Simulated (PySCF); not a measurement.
**Correlation energy of Sr²⁺ (strontium, charge +2)**

[Kr], closed-shell 1S. All numbers are calculated (PySCF 2.14, scalar relativity by spin-free X2C-1e, in x2c-TZVPPall with one added diffuse shell each of s, p, d, f type (9s7p7d3f1g, 95 functions)). Frozen: [Ar] 3d10; 8 electrons correlated.

```tsv
level	correlation energy (mhartree)
CCSD	-185.71
(T)	-4.09
CCSD(T)	-189.80
```

Diagnostics: T1 = 0.0014, D1 = 0.0020, largest double amplitude 0.022.

Task: Is a single reference adequate?

Result: Yes, within this model without spin-orbit coupling: T1 lies below 0.03 and no double amplitude reaches 0.07.

This basis was not built for core-valence correlation, so the inner-shell part is incomplete.
